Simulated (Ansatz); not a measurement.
A structure relaxed at PBE-D4/def2-SVP in Ansatz, charge -1, doublet:

```
atom   x (Å)   y (Å)   z (Å)
 Sr1   3.572  -0.741   1.635
 Sr2   0.683   1.967  -0.586
 Sr3   3.899  -4.481   2.303
 Sr4  -3.937   4.498  -2.200
 Sr5  -0.345  -2.115  -0.302
 Sr6  -3.667   0.782  -1.389
  S7  -5.679   2.547  -2.378
  S8   1.834  -3.077   1.221
  S9  -1.841   3.080  -1.200
 S10   5.537  -2.484   2.752
 S11  -2.988  -1.816  -0.752
 S12   2.933   1.840   0.896
```

(1) Give its formula and point group.

(2) Summarise the bond lengths by kind (pairs closer than 1.2 times the sum of covalent radii, bridged metal pairs left out).

## Answers

(1) Sr₆S₆⁻ (the lowest doublet isomer of a short search). Point group C2 (tolerance 0.1 Å).

(2) 14 × S–Sr 2.62 to 2.94 Å; 1 × Sr–Sr 4.22 Å.

In the def2 sets Sr takes a core potential; there is no spin–orbit coupling. The structure comes from a short search, and lower isomers may exist.
